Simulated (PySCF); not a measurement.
fluoromethylidenecyclobutane (C5H7F), SMILES FC=C1CCC1. Atoms are numbered in the order given.

```xyz
13

F     -0.3576    -2.3487     0.0000
C      0.5733    -1.3767     0.0000
C      0.2394    -0.0921     0.0000
C     -1.0928     0.6323     0.0000
C     -0.3126     1.9828     0.0000
C      1.0385     1.2007     0.0000
H      1.5959    -1.7658     0.0000
H     -1.7158     0.4480    -0.8905
H     -1.7158     0.4480     0.8905
H     -0.4771     2.6044     0.8916
H     -0.4771     2.6044    -0.8916
H      1.6671     1.3591    -0.8916
H      1.6671     1.3591     0.8916
```
Charge 0, spin multiplicity 1.

Coordinates come from a B3LYP-D3(BJ)/def2-SVP optimisation. A frequency run showed that this geometry is not a minimum.

Two levels are set side by side: PBE/pcSseg-1 (PySCF) and HF/pcSseg-1 (PySCF). GIAO shifts against CFCl3 (¹⁹F), TMS (¹H), TMS (¹³C) at the same level; non-relativistic, no solvent, atoms listed together averaged. Differences are taken from unrounded values.

| quantity | PBE |
|---|---|
| δ(¹⁹F) of F1 (ppm) | -144.9 |
| δ(¹³C) of C2 (ppm) | 154.1 |
| δ(¹³C) of C3 (ppm) | 126.9 |
| δ(¹³C) of C5 (ppm) | 21.9 |
| δ(¹H) of H7 (ppm) | 6.96 |
| δ(¹H) of H10, H11 (ppm) | 2.31 |

Question: These are the PBE values. What does HF give? (An estimate is asked for; the answer gives what the named calculation found.)

Answer: 
```
quantity                     HF  PBE minus HF
-----------------------  ------  ------------
δ(¹⁹F) of F1 (ppm)       -125.9         -19.0
δ(¹³C) of C2 (ppm)        150.9           3.1
δ(¹³C) of C3 (ppm)        129.6          -2.7
δ(¹³C) of C5 (ppm)         18.8           3.1
δ(¹H) of H7 (ppm)          6.86          0.10
δ(¹H) of H10, H11 (ppm)    2.26          0.05
```

Rough cost on one machine, each run with all the roots and properties that it gave: HF against PBE within a factor of 2.
